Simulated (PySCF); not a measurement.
CH5F2NOSi, SMILES F[Si](F)(O)NC.

The structure is a stationary point at r2SCAN-D4/def2-SVP. The structure was generated by enumeration, and PubChem lists no compound with its InChIKey, so it may never have been made. The values are those of a single conformer.

All values below come from TDA-LC-ωPBE/def2-SVPD in PySCF 2.14.0.

Vertical excitations. Gas-phase values at a fixed geometry.

Computed UV-visible absorptions:
```json
[
 {"state": "S1", "energy (eV)": "7.18", "λ (nm)": "173", "f": "0.009", "main pairs": "HOMO→LUMO 73 %"},
 {"state": "S2", "energy (eV)": "8.39", "λ (nm)": "148", "f": "0.032", "main pairs": "HOMO→LUMO+1 63 %"},
 {"state": "S3", "energy (eV)": "8.50", "λ (nm)": "146", "f": "0.010", "main pairs": "HOMO→LUMO+2 64 %, HOMO→LUMO 10 %, HOMO→LUMO+3 10 %"},
 {"state": "S4", "energy (eV)": "9.11", "λ (nm)": "136", "f": "0.045", "main pairs": "HOMO−1→LUMO 73 %, HOMO−1→LUMO+2 13 %"},
 {"state": "S5", "energy (eV)": "9.26", "λ (nm)": "134", "f": "0.042", "main pairs": "HOMO→LUMO+6 20 %, HOMO→LUMO+4 18 %, HOMO→LUMO+1 17 %, HOMO→LUMO+3 11 %"},
 {"state": "S6", "energy (eV)": "9.53", "λ (nm)": "130", "f": "0.061", "main pairs": "HOMO→LUMO+3 52 %, HOMO→LUMO+8 15 %, HOMO→LUMO+4 10 %"},
 {"state": "S7", "energy (eV)": "9.86", "λ (nm)": "126", "f": "0.047", "main pairs": "HOMO→LUMO+6 32 %, HOMO−2→LUMO 26 %, HOMO→LUMO+4 7 %, HOMO−3→LUMO 6 %"},
 {"state": "S8", "energy (eV)": "9.97", "λ (nm)": "124", "f": "0.015", "main pairs": "HOMO−2→LUMO 29 %, HOMO→LUMO+9 16 %, HOMO→LUMO+6 13 %, HOMO−3→LUMO 9 %"},
 {"state": "S9", "energy (eV)": "10.27", "λ (nm)": "121", "f": "0.050", "main pairs": "HOMO→LUMO+7 39 %, HOMO→LUMO+13 11 %, HOMO→LUMO+9 10 %"},
 {"state": "S10", "energy (eV)": "10.34", "λ (nm)": "120", "f": "0.008", "main pairs": "HOMO→LUMO+5 35 %, HOMO→LUMO+11 22 %, HOMO→LUMO+6 7 %, HOMO→LUMO+10 7 %"},
 {"state": "T1", "energy (eV)": "6.83", "λ (nm)": "181", "f": "0", "main pairs": "HOMO→LUMO 66 %, HOMO→LUMO+2 13 %"},
 {"state": "T2", "energy (eV)": "8.06", "λ (nm)": "154", "f": "0", "main pairs": "HOMO→LUMO+1 66 %"},
 {"state": "T3", "energy (eV)": "8.18", "λ (nm)": "152", "f": "0", "main pairs": "HOMO→LUMO+2 52 %, HOMO→LUMO 16 %, HOMO→LUMO+4 13 %"},
 {"state": "T4", "energy (eV)": "8.58", "λ (nm)": "145", "f": "0", "main pairs": "HOMO−1→LUMO 66 %, HOMO−1→LUMO+2 13 %"}
]
```
Triplets are in the Tamm–Dancoff approximation.
